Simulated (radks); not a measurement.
Values are calculated unless marked as measured or tabulated.
Task: Ionisation of the terbium ion Tb2+, [Xe] 4f9, to Tb3+, [Xe] 4f8, under several functionals. Scalar-relativistic Kohn-Sham, spin-unpolarised, spherical densities, point nucleus; a radial shooting solver on a logarithmic mesh with Libxc functionals. Known Delta-SCF values: Wu-Cohen GGA 25.345 eV; revPBE 25.233 eV. What does OLYP give, and what is its highest occupied eigenvalue?

Result: 25.633 eV by Delta-SCF; the 4f eigenvalue is -17.073 eV. NIST: 21.82 eV (semi-empirical).

Beside tabulated values, note that spin-unpolarised runs miss the spin-polarisation part of the exchange energy of open shells.
